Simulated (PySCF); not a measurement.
**ICl⁺, CCSD(T): how much the basis matters**

PySCF, UHF reference; doublet, unpaired electrons π ↑; De to I⁺ + Cl without counterpoise correction. Frozen cores follow the default of each basis and core potential.

```json
{"basis": "def2-SVP", "relativity": "scalar-relativistic core potentials", "functions": "44", "Re (Å)": "2.308", "ωe (cm⁻¹)": "401", "De (eV)": "1.85", "frozen orbitals": "9"}
{"basis": "cc-pVDZ-PP/cc-pV(D+d)Z", "relativity": "scalar-relativistic core potentials", "functions": "46", "Re (Å)": "2.300", "ωe (cm⁻¹)": "401", "De (eV)": "1.79", "frozen orbitals": "9"}
{"basis": "def2-TZVPP", "relativity": "scalar-relativistic core potentials", "functions": "92", "Re (Å)": "2.243", "ωe (cm⁻¹)": "440", "De (eV)": "2.40", "frozen orbitals": "9"}
```

Task: How does each smaller set differ from the one with most functions, def2-TZVPP?

Result: def2-SVP: +6.5 pm, -8.9 % in ωe, -0.55 eV in De; cc-pVDZ-PP/cc-pV(D+d)Z: +5.7 pm, -8.9 % in ωe, -0.61 eV in De. All at CCSD(T); the set with most functions is neither the basis-set limit nor always the best.

Correlated steps freeze 9 core orbitals. Correlated levels converge slowly with the basis: in double zeta they bind strong bonds too weakly, by up to about 1 eV, and carry superposition errors of some tenths. These are scalar-relativistic numbers at best; spin–orbit coupling would shift them, the dissociation energy most. For an ion De counts to the pair picked by the measured ionisation energies or electron affinities, which need not be the lowest pair at this level. The state was picked by a PBE0 search and need not be the measured ground state.
